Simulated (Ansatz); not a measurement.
Coupled-cluster diagnostics for [CuBr2]- (CuBr₂⁻), Ansatz.

Geometry of the singlet (PBE-D4/def2-TZVPD):

Cartesian coordinates in Å:
```
Cu 0.0002 -0.0001 0.0000
Br 0.5372 -2.2035 0.1436
Br -0.5374 2.2036 -0.1436
```

Correlated methods freeze 27 core orbitals; core or outer-core shells of Br are correlated, in sets that lack core-valence functions.

Q: Estimate the CCSD(T) correlation energy, the shares of MP2 and (T), T1 and the reference's ⟨S²⟩ for: charge -1, singlet, own geometry in def2-TZVPPD; and the rough time on 2 threads of Arm Neoverse V2 on a shared host.

A: 
```
                           state        basis  correlation (eV)  MP2 share (%)  (T) share (%)     T1  ⟨S²⟩ (pure)  wall time
charge -1, singlet, own geometry  def2-TZVPPD           -28.821          102.2            3.8  0.017  0.00 (0.00)       39 s
```
Customary marks for T1 are 0.02 (closed shells), 0.045 (open shells) and about 0.05 (3d metals). T1 stays under 0.02 throughout.
